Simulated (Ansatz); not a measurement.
Start from `CC[SiH](O)P` and change one atom or group to get `O[SiH]([SiH3])P`.

Ansatz, PBE0-D4/def2-TZVP geometries, multiplicity 1. Each molecule was computed in one conformer, which needn't be the lowest.

| property | `CC[SiH](O)P` |
| --- | --- |
| HOMO–LUMO gap (PBE/def2-TZVPP) / eV | 5.27 |
| size of the dipole moment (B3LYP/def2-TZVPP) / D | 2.01 |
| HOMO energy (PBE0/def2-TZVPP) / eV | -7.24 |
| HOMO–LUMO gap (ωB97M-V/def2-TZVPP) / eV | 11.02 |
| HOMO energy (ωB97M-V/def2-TZVPP) / eV | -9.33 |
| LUMO energy (PBE0/def2-TZVPP) / eV | 0.04 |

Problem. What does the change do to each property? (An estimate is asked.)

Solution. The calculation gave: 
```csv
property,`O[SiH]([SiH3])P`,shift
HOMO–LUMO gap (PBE/def2-TZVPP) / eV,4.93,-0.34
size of the dipole moment (B3LYP/def2-TZVPP) / D,0.71,-1.30
HOMO energy (PBE0/def2-TZVPP) / eV,-7.26,-0.02
HOMO–LUMO gap (ωB97M-V/def2-TZVPP) / eV,10.53,-0.49
HOMO energy (ωB97M-V/def2-TZVPP) / eV,-9.25,0.08
LUMO energy (PBE0/def2-TZVPP) / eV,-0.44,-0.48
```

Dipoles are sizes alone; their direction can turn.

B3LYP here is the variant with VWN-RPA as its local correlation; programs differ in this.
